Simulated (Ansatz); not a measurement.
Input file for Ansatz (an electronic-structure program): U-CCSD(T)/cc-pV(D+d)Z on CH5AlO (SMILES C[O][AlH2]), a point of a bond scan (R = 2.749 Å). Files ending in .json are basis or fitting sets from the Basis Set Exchange.

Ansatz 0.2 input:
```yaml
crystal:
  periodic: [false, false, false]
  atoms:
    - {symbol: Al, position_ang: [-0.48447785, 0.89780616, 0.62601054]}
    - {symbol: H, position_ang: [-0.42882019, 1.45763935, 3.31725117]}
    - {symbol: H, position_ang: [-1.22107104, 1.77313262, -0.46313067]}
    - {symbol: O, position_ang: [0.33969018, -0.49209283, 0.13373798]}
    - {symbol: C, position_ang: [0.56151194, -1.13056905, -1.10068500]}
    - {symbol: H, position_ang: [0.08822596, -0.60052820, -1.93547360]}
    - {symbol: H, position_ang: [1.63509344, -1.19352194, -1.29911414]}
    - {symbol: H, position_ang: [0.16204404, -2.14811651, -1.07007472]}
basis:
  gaussian:
    orbitals: cc-pV_D+d_Z.json
correlation: {method: ccsd_t, electrons: outside_noble_gas}
scf: {omitted_lower_state_checks: [cluster_reference]}
magnetization: {spin_polarized: true, initial_magnetization: 0}
```

The head of its log:

```
WARN ansatz: RAYON_NUM_THREADS=1 ignored (pool sized by the plan → 1); use --threads N
Functional definition: HF
these checks for a lower state are left out or cut short: cluster_reference
integrals: 0.09 GiB planned
719 factors; integrals over basis functions are off by at most 1.1e-3 eV
mean field: 0.23 GiB planned
mean field evaluation 1: about -9724.7044 eV, gradient 2.3e1 eV
mean field evaluation 2: about -9724.7736 eV, gradient 2.3e1 eV
mean field evaluation 4: about -9727.4349 eV, gradient 2.1e0 eV
mean field evaluation 8: about -9727.4760 eV, gradient 1.1e-1 eV
mean field evaluation 16: about -9728.0158 eV, gradient 2.2e-1 eV
mean field evaluation 32: about -9728.0173 eV, gradient 1.3e-1 eV
mean field -9728.01785873 eV, -357.4980624211 hartree, gradient 1.9e-6 eV, S^2 0.674510; 3 other end points of the search recorded, 0 dependent functions left out
7 core orbitals not correlated
reference -9728.01785873 eV, -357.4980624211 hartree; 9, 9 occupied and 60, 60 virtual orbitals, 719 factors
```

Question: Give the final energy of this run.

Answer: -357.9411 hartree (reference determinant -357.4981, T1 diagnostic 0.067). Its determinant has ⟨S²⟩ = 0.67, a mixture of spin states.
